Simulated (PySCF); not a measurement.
# `O=Cc1ccc(CS[SiH3])s1`: 4 charge schemes on one density

C6H8OS2Si.
Cartesian coordinates in Å at the GFN2-xTB level; atoms count from 1:
```
atom  x, y, z in Å
O1    -3.040    0.850    2.477
C2    -3.017    0.824    1.270
C3    -1.974    0.249    0.459
C4    -1.888    0.216   -0.915
C5    -0.729   -0.417   -1.376
C6     0.071   -0.873   -0.359
C7     1.381   -1.540   -0.484
S8     2.707   -0.335   -0.930
Si9    2.730    0.942    0.801
S10   -0.597   -0.519    1.191
H11   -3.837    1.265    0.667
H12   -2.640    0.637   -1.558
H13   -0.477   -0.535   -2.415
H14    1.384   -2.259   -1.303
H15    1.676   -2.031    0.442
H16    1.598    1.856    0.725
H17    2.633    0.063    1.958
H18    4.010    1.614    0.678
```

Density: PBE0/pcSseg-1 (PySCF); schemes: Mulliken, IAO, Hirshfeld and ESP-fitted. One conformer (not necessarily the lowest) at the GFN2-xTB geometry, without solvent, vibrations or thermal averaging.

For which atoms does the sign change between the 4 schemes (beyond +0.03 e in one, beyond −0.03 e in another)?

C4, C5 and C6.

At which atom do the 4 schemes differ most?

At C7: from -0.564 (ESP-fitted) to -0.071 e (Hirshfeld), 0.493 e apart.

Do the Mulliken, IAO, Hirshfeld and ESP-fitted schemes agree on where the charge is lowest?

The schemes don't all agree: Mulliken C3 (-0.478); IAO O1 (-0.411); Hirshfeld O1 (-0.244); ESP-fitted C7 (-0.564).

Tabulate the Mulliken, IAO, Hirshfeld and ESP-fitted charges.

In e:

```tsv
atom	environment	Mulliken	IAO	Hirshfeld	ESP-fitted
O1	aldehyde oxygen	-0.369	-0.411	-0.244	-0.424
C2	aldehyde carbon	+0.385	+0.240	+0.097	+0.366
C3	substituted aromatic carbon	-0.478	-0.213	-0.050	-0.030
C4	aromatic CH carbon	+0.031	-0.146	-0.047	-0.298
C5	aromatic CH carbon	+0.050	-0.186	-0.070	-0.136
C6	substituted aromatic carbon	-0.426	-0.127	-0.011	+0.053
C7	sp3 carbon bound to sulfur	-0.191	-0.335	-0.071	-0.564
S8	sulfur bonded to C and Si	-0.264	-0.187	-0.100	-0.222
Si9	SiH3 silicon	+0.451	+0.538	+0.283	+0.291
S10	thiophene-type sulfur	+0.385	+0.364	+0.153	+0.075
H11	formyl hydrogen	+0.064	+0.103	+0.043	+0.026
H12	aromatic hydrogen	+0.093	+0.170	+0.064	+0.208
H13	aromatic hydrogen	+0.081	+0.169	+0.060	+0.195
H14	methylene hydrogen	+0.185	+0.182	+0.059	+0.290
H15	methylene hydrogen	+0.170	+0.163	+0.046	+0.259
H16	Si–H hydrogen	-0.043	-0.112	-0.077	-0.023
H17	Si–H hydrogen	-0.065	-0.116	-0.073	-0.040
H18	Si–H hydrogen	-0.059	-0.096	-0.063	-0.025
```

Mean size of the charges over all atoms: IAO 0.214 e, Mulliken 0.211 e, ESP-fitted 0.196 e, Hirshfeld 0.090 e. Each set sums to the total charge, 0, to within 0.001 e. The Mulliken scheme counts on each atom the diagonal of the density matrix times the overlap matrix over that atom's basis functions.

How closely do the schemes follow one another over all atoms?

Correlation coefficient and root-mean-square difference: IAO with Hirshfeld 0.96, 0.141 e; Mulliken with IAO 0.86, 0.135 e; IAO with ESP-fitted 0.84, 0.140 e; Mulliken with Hirshfeld 0.79, 0.187 e; Hirshfeld with ESP-fitted 0.75, 0.180 e; Mulliken with ESP-fitted 0.63, 0.222 e.

Sum the charges by element, for elements with more than one atom.

```tsv
element	atoms	Mulliken	IAO	Hirshfeld	ESP-fitted
C	6	-0.629	-0.768	-0.151	-0.608
S	2	+0.122	+0.177	+0.054	-0.148
H	8	+0.425	+0.464	+0.059	+0.889
```

How many electrons does the IAO scheme count on C7?

Z − q = 6 − (-0.335) = 6.335.
